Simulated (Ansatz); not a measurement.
Ansatz (a first-principles code) job for C2H8O2Si, SMILES CO[Si@@H](C)O, PBE/def2-TZVPD. Geometry optimised at r2SCAN-D4/def2-SVP. The structure was generated by enumeration; whether it is a known compound was not checked. Other conformers were not sampled.

Ansatz 0.2 input:
```yaml
crystal:
  periodic: [false, false, false]
  atoms:
    - {symbol: C, position_ang: [1.32419360, -0.83661710, 1.36557032]}
    - {symbol: O, position_ang: [1.28424466, -0.10672850, 0.16016282]}
    - {symbol: Si, position_ang: [-0.13253154, 0.36023859, -0.58288855]}
    - {symbol: C, position_ang: [-1.26847584, -1.07889830, -0.88825982]}
    - {symbol: O, position_ang: [-1.00181433, 1.41145987, 0.37821706]}
    - {symbol: H, position_ang: [0.71142010, -0.36504720, 2.15670758]}
    - {symbol: H, position_ang: [0.96825739, -1.87561181, 1.22975149]}
    - {symbol: H, position_ang: [2.36619692, -0.88008560, 1.71956632]}
    - {symbol: H, position_ang: [0.33413090, 1.02080161, -1.83234722]}
    - {symbol: H, position_ang: [-2.15262355, -0.76440988, -1.46524812]}
    - {symbol: H, position_ang: [-0.75870829, -1.87735732, -1.45038567]}
    - {symbol: H, position_ang: [-1.62906264, -1.50303413, 0.06290172]}
    - {symbol: H, position_ang: [-0.57791860, 2.25664528, 0.56859135]}
basis:
  gaussian:
    orbitals: def2-TZVPD
hamiltonian:
  xc: {name: PBE}
```

It prints:

```
WARN ansatz: RAYON_NUM_THREADS=2 ignored (pool sized by the plan → 2); use --threads N
Functional definition: PBE
integrals: 0.22 GiB planned
1399 factors; their error is unknown
mean field: 1.59 GiB planned
mean field evaluation 1: about -14150.9061 eV, gradient 1.0e2 eV
mean field evaluation 2: about -14092.5858 eV, gradient 1.9e2 eV
mean field evaluation 4: about -14169.6701 eV, gradient 1.6e1 eV
mean field evaluation 8: about -14170.2041 eV, gradient 9.9e-2 eV
mean field evaluation 16: about -14170.1617 eV, gradient 2.7e-4 eV
mean field -14170.16169974 eV, -520.7438375848 hartree, gradient 5.0e-5 eV, S^2 0.000000; 0 other end points of the search recorded, 0 dependent functions left out
reference -14170.16175978 eV, -520.7438397914 hartree; 25, 25 occupied and 244, 244 virtual orbitals, 1399 factors
Total energy: -14170.16175978 eV, -520.7438397914 hartree
```

The run converged.

Cost: around 7 core-seconds (rough).
